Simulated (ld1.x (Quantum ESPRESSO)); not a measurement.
## Pseudopotential generation for S (Z = 16): ultrasoft, PW91, scalar-relativistic.

```
Element                 : S
Generator               : ld1.x (Quantum ESPRESSO) 7.5
Type                    : ultrasoft
Functional              : PW91
Relativity              : scalar-relativistic
Frozen core             : [Ne]
Valence charge          : 6
Reference configuration : 3s2 3p4
Partial waves           : 3s (bound): rcut 1.05, rcutus 1.25 bohr; 3s channel at -0.85 Ry: rcut 1.05, rcutus 1.25 bohr; 3p (bound): rcut 1.45, rcutus 1.75 bohr; 3p channel at 0.5 Ry: rcut 1.45, rcutus 1.75 bohr; 3d channel at 0.5 Ry: rcut 1.20, rcutus 1.65 bohr; 3d channel at 3 Ry: rcut 1.20, rcutus 1.65 bohr
Local potential         : all-electron potential smoothed inside 0.95 bohr (lloc = -2)
Core correction         : Bessel-smoothed model core inside 1.15 bohr
Augmentation charge     : built from norm-conserving waves at rcut, not smoothed further
```

All-electron outer shells of the reference configuration (PW91, scalar-relativistic, ld1.x):

| shell | level (eV) | outermost node (bohr) | outermost maximum (bohr) |
| --- | --- | --- | --- |
| 2s | -211.79 | 0.13 | 0.39 |
| 2p | -156.71 | – | 0.33 |
| 3s | -17.30 | 0.60 | 1.40 |
| 3p | -7.06 | 0.58 | 1.61 |

(1) Estimate the cutoffs (Ry, on a coarse ladder) from which the occupation-weighted sum of valence levels, in a spherical-Bessel basis at the reference potential, stays within 10 and 1 mRy of its value at 400 Ry.

(2) Does the potential have ghost states?

(3) Is the overlap operator S = 1 + Σ q|β⟩⟨β| positive definite (Bessel basis up to 400 Ry)?

(4) Which valence shell sets the plane-wave cutoff?

(5) Tests: 3s2 3p3; 3s2 3p2; 3s2 3p1; 3s2 3p4.3; 3s0 3p6; 3s1 3p4; 3s1 3p5. Which has the largest error in its energy relative to the reference configuration, and how large is it?

Answers

(1) 25 Ry and 40 Ry.

(2) No extra level below or beside the all-electron valence levels (s, p, d, f tested).

(3) Yes: its lowest eigenvalue is 0.41 (s channel).

(4) 3s: its level needs 30 Ry to come within 1 mRy, against 21 Ry for 3p.

(5) 3s2 3p1, with +53 meV (all-electron minus pseudo) on +68.29 eV.
